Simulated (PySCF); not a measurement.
First SCF of a structure search on doublet InN₂, at a hand-made bent geometry. PySCF input:

```python
from pyscf import gto, scf, dft
mol = gto.M(atom='''
In     0.000000     0.000000     0.000000
N      1.605500     0.000000     1.124200
N     -1.605500     0.000000     1.124200''',
    basis={'In': 'def2-TZVP', 'N': 'def2-TZVP'},
    ecp={'In': 'def2-TZVP'},
    charge=0, spin=1)
mf = dft.UKS(mol, xc='PBE0')
mf.grids.atom_grid = (50, 194)
aux = {'In': 'def2-universal-JKFIT', 'N': 'def2-universal-JKFIT'}
mf = mf.density_fit(auxbasis=aux)
mf.conv_tol = 1e-08
mf.diis_space = 10
mf.max_cycle = 60
mf.init_guess = 'minao'
mf.verbose = 4
mf.kernel()
```

Excerpt of the output (cycles alone):

```
init E= -266.415836668586
cycle= 1 E= -298.066968753431  delta_E= -31.7  |g|= 1.63  |ddm|= 32.1
cycle= 2 E= -289.313309453251  delta_E= 8.75  |g|= 4.62  |ddm|=  6.6
cycle= 3 E= -299.169389217661  delta_E= -9.86  |g|= 0.242  |ddm|= 3.24
cycle= 4 E= -299.13673209628  delta_E= 0.0327  |g|= 0.351  |ddm|= 0.61
cycle= 5 E= -299.199808024108  delta_E= -0.0631  |g|= 0.0181  |ddm|= 0.345
cycle= 6 E= -299.200396542286  delta_E= -0.000589  |g|= 0.0112  |ddm|= 0.0433
cycle= 7 E= -299.200881695801  delta_E= -0.000485  |g|= 0.00887  |ddm|= 0.0374
cycle= 8 E= -299.201335857494  delta_E= -0.000454  |g|= 0.0102  |ddm|= 0.0298
cycle= 9 E= -299.200582624847  delta_E= 0.000753  |g|= 0.00621  |ddm|= 0.0565
cycle= 10 E= -299.200377572398  delta_E= 0.000205  |g|= 0.00218  |ddm|= 0.053
cycle= 11 E= -299.200400486908  delta_E= -2.29e-05  |g|= 0.000949  |ddm|= 0.0178
cycle= 12 E= -299.200406446287  delta_E= -5.96e-06  |g|= 0.00172  |ddm|= 0.013
cycle= 13 E= -299.200406598213  delta_E= -1.52e-07  |g|= 0.0017  |ddm|= 0.00162
cycle= 14 E= -299.200408304795  delta_E= -1.71e-06  |g|= 6.34e-05  |ddm|= 0.0033
cycle= 15 E= -299.200408317107  delta_E= -1.23e-08  |g|= 2.55e-05  |ddm|= 0.00031
cycle= 16 E= -299.200408321125  delta_E= -4.02e-09  |g|= 1.69e-05  |ddm|= 0.000162
Extra cycle  E= -299.200408322327  delta_E= -1.2e-09  |g|= 1.15e-05  |ddm|= 7.24e-05
converged SCF energy = -299.200408322327  <S^2> = 0.84180477  2S+1 = 2.0897892
```

This is not the lowest solution: another start and a stability analysis within the same unrestricted form found one 177.3 kJ/mol lower, at -299.26794 Eh.

No spin–orbit coupling is included, which matters more the heavier the element.

The search for the lowest solution, 3 starts and the stability check together, took 41 s on 4 threads of a shared Intel Xeon Platinum 8259CL @ 2.50GHz (Skylake/Cascade Lake) host, with 112 basis functions; the process peaked at 0.49 GiB. Launch command: `OMP_NUM_THREADS=4 python axn.py task.json out`.
